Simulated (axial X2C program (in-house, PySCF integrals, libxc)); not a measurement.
Outer orbitals of AsTe at 2.352 Å, r2SCAN

All values were computed with an in-house relativistic program for diatomic molecules. Spin-free means the one-electron spin-free X2C Hamiltonian; two-component (2c) means X2C with spin–orbit coupling and atomic mean-field two-electron Coulomb and Gaunt terms, so the difference of the two also holds small scalar two-electron terms. Basis: Te dyall-cv3z [11s12p8d4f1g], As dyall-cv3z [9s9p6d4f1g] (cores contracted in-house); Gaussian nuclei, density fitting, unrestricted open shells. Masses: Te 129.906 u, As 74.922 u.

The distance is close to the 2c PBE0 minimum; the highest filled and lowest empty levels are listed.

Spin-free orbitals, state M_S = 1/2, Λ = 1 (beyond evenly filled blocks: π+α) (Löwdin shares):

```
symmetry  occupied  ε (eV)              atomic character
      σα       yes  -17.61   43% As s, 43% Te s, 5% As p
      σβ       yes  -17.26   50% Te s, 35% As s, 7% As p
      σα       yes  -13.99  40% Te s, 38% As s, 10% Te p
      σβ       yes  -13.35  44% As s, 32% Te s, 13% Te p
      σα       yes   -7.81   44% Te p, 44% As p, 6% As s
      σβ       yes   -7.62   44% Te p, 43% As p, 7% As s
     π+α       yes   -7.25            52% Te p, 45% As p
     π-α       yes   -7.25            52% Te p, 45% As p
     π+β       yes   -6.82   66% Te p, 30% As p, 3% As d
     π-β       yes   -6.82   66% Te p, 30% As p, 3% As d
     π+α       yes   -4.72   49% As p, 43% Te p, 4% Te d
     π-α        no   -4.72   49% As p, 43% Te p, 4% Te d
     π+β        no   -3.77   63% As p, 29% Te p, 5% Te d
     π-β        no   -3.77   63% As p, 29% Te p, 5% Te d
      σα        no   -1.02  30% Te p, 29% As p, 18% Te d
```

A filled and an empty partner (Λ and −Λ, same spin) share one energy because the functional has no current term.

Spinors with spin–orbit coupling (state Ω = 1/2):

```csv
ω,occupied,ε (eV),atomic character,λ mixture
-1/2,yes,-17.59,"44% As s, 42% Te s, 5% As p",100% σ
1/2,yes,-17.22,"50% Te s, 34% As s, 7% As p",100% σ
-1/2,yes,-13.96,"40% Te s, 37% As s, 10% Te p",100% σ
1/2,yes,-13.31,"45% As s, 32% Te s, 13% Te p",100% σ
-1/2,yes,-7.83,"47% Te p, 42% As p, 6% As s","95% σ, 5% π"
1/2,yes,-7.69,"50% Te p, 39% As p, 6% As s","79% σ, 21% π"
1/2,yes,-7.33,"48% Te p, 47% As p","80% π, 20% σ"
-3/2,yes,-7.06,"48% As p, 48% Te p",100% π
-1/2,yes,-6.97,"67% Te p, 29% As p, 2% As d","95% π, 5% σ"
3/2,yes,-6.61,"65% Te p, 30% As p, 3% As d",100% π
1/2,yes,-4.84,"51% As p, 41% Te p, 4% Te d","99% π, 1% σ"
-3/2,no,-4.51,"47% Te p, 46% As p, 4% Te d",100% π
-1/2,no,-3.84,"67% As p, 25% Te p, 6% Te d",100% π
3/2,no,-3.56,"62% As p, 29% Te p, 6% Te d",100% π
-1/2,no,-0.99,"31% Te p, 29% As p, 18% Te d",100% σ
```

Problem. How does the gap between the highest filled and lowest empty level change from the spin-free to the 2c table?

Solution. From 0.00 to 0.33 eV at r2SCAN, a change of 0.33 eV.

Mulliken charges and populations of the two-component result (they depend on the basis, above all on diffuse functions):

Te 0.04 e (s 9.93 p 21.95 d 20.06 f 0.01), As -0.04 e (s 7.96 p 15.00 d 10.08 f 0.01). ⟨Lz⟩ = 1.00 ħ and ⟨Sz⟩ = -0.50 ħ (-0.02 and -0.48 on the two atoms), which add up to Ω.

The state is one determinant whose occupation by symmetry is held fixed; it was picked as the lowest of a PBE0 search that is not exhaustive. Density functionals use the spin component along the axis (collinear). The functionals have no current-density term, which raises determinants with orbital currents, atoms included. The determinant is spin-polarised beyond a pure state at some levels (its spin-free form has ⟨S²⟩ too high), which makes Re and μ there less reliable.
